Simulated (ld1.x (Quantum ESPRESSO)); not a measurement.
**Cutoff test, Zr, ultrasoft**

ld1.x (Quantum ESPRESSO) 7.5 input, shortened:

```
&input
   title='Zr', zed=40., rel=1, dft='PBE', iswitch=3,
   config='[Kr] 4d2 5s1.5 5p0'
 /
 &inputp
   pseudotype=3, tm=.true., lloc=-1, rcloc=2.65,
   nlcc=.false.,
   which_augfun='PSQ', rmatch_augfun_nc=.true.
 /
6
5S  1  0   1.50   0.00  2.40  3.35  0.0
5S  1  0   0.00   0.40  2.40  3.35  0.0
5P  2  1   0.00   0.00  2.85  3.80  0.0
5P  2  1   0.00   1.85  2.85  3.80  0.0
4D  3  2   2.00   0.00  2.40  2.80  0.0
4D  3  2   0.00   2.35  2.40  2.80  0.0
 &test
   configts(1)='4d2 5s1.5 5p0'
 /
```

The pseudo-atom Hamiltonian at the reference potential is diagonalised in spherical Bessel functions j_l(qr) that vanish at 20 bohr, with q² up to the cutoff. All-electron valence levels (Ry): 5s -0.5227, 5p -0.2773, 4d -0.4896.

**Question.** How do the lowest levels (Ry) of each channel move with the cutoff, and are there ghosts?

**Answer.**

| cutoff (Ry) | s #1 | p #1 | p #2 | d #1 | d #2 | f #1 | Σ f·Δε (mRy) |
| --- | --- | --- | --- | --- | --- | --- | --- |
| 8 | -0.5227 | -0.2773 | -0.0450 | -0.4645 | -0.0486 | 0.0212 | 50.2 |
| 10 | -0.5227 | -0.2773 | -0.0450 | -0.4847 | -0.0491 | 0.0212 | 9.8 |
| 12 | -0.5227 | -0.2773 | -0.0450 | -0.4889 | -0.0492 | 0.0212 | 1.3 |
| 15 | -0.5227 | -0.2773 | -0.0450 | -0.4893 | -0.0494 | 0.0212 | 0.6 |
| 18 | -0.5227 | -0.2773 | -0.0450 | -0.4894 | -0.0495 | 0.0212 | 0.3 |
| 21 | -0.5227 | -0.2773 | -0.0450 | -0.4895 | -0.0496 | 0.0212 | 0.1 |
| 400 | -0.5227 | -0.2773 | -0.0450 | -0.4896 | -0.0496 | 0.0212 | 0.0 |

Result: no extra level below or beside the all-electron valence levels (s, p, d, f tested); 10 mRy is reached at 10 Ry and 1 mRy at 15 Ry.

Test run stopped at test 4 of 7 (negative rho).
